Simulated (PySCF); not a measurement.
C₃H₈BNO, SMILES C[C@@H]1CB(N)O1. Atoms are numbered in the order given.

```xyz
14

C     -2.1517     0.4353     0.1487
C     -0.9658    -0.4902    -0.0108
C      0.0902    -0.5058     1.1249
B      0.9898     0.0266    -0.0760
N      2.3187     0.4023    -0.2936
O     -0.0277     0.0131    -1.0151
H     -1.8193     1.4388     0.4603
H     -2.6973     0.5346    -0.8028
H     -2.8449     0.0441     0.9109
H     -1.3002    -1.4993    -0.3100
H      0.3175    -1.4992     1.5382
H     -0.1241     0.1906     1.9497
H      2.6533     0.7089    -1.1995
H      3.0211     0.3920     0.4329
```

Geometry: B3LYP-D3(BJ)/def2-SVP. The structure was generated by enumeration; whether it is a known compound was not checked. Other conformers were not sampled.

The numbers are results of PBE/pcSseg-1 run with PySCF, not measurements.

GIAO shieldings, no solvent; atoms listed in one row are averaged. δ = σ(ref) − σ: ¹³C against TMS (σ = 182.0 ppm); ¹¹B against BF3 (σ = 83.9 ppm); ¹⁵N against NH3 (σ = 267.0 ppm); ¹⁷O against H2O (σ = 334.3 ppm); ¹H against TMS (σ = 31.49 ppm), references at their B3LYP-D3(BJ)/def2-TZVP geometries, non-relativistic.

**Question.** Estimate the chemical shifts. (Estimate from the structure and the level; the computed values follow.)

**Answer.** 
```csv
nucleus,atoms,count,δ (ppm)
¹³C,C2,1,81.3
¹³C,C1,1,28.6
¹³C,C3,1,22.0
¹¹B,B4,1,20.5
¹⁵N,N5,1,75.5
¹⁷O,O6,1,219.4
¹H,H10,1,5.02
¹H,H13,1,3.00
¹H,H14,1,2.78
¹H,H11,1,1.89
¹H,"H7, H8, H9",3,1.57
¹H,H12,1,1.19
```
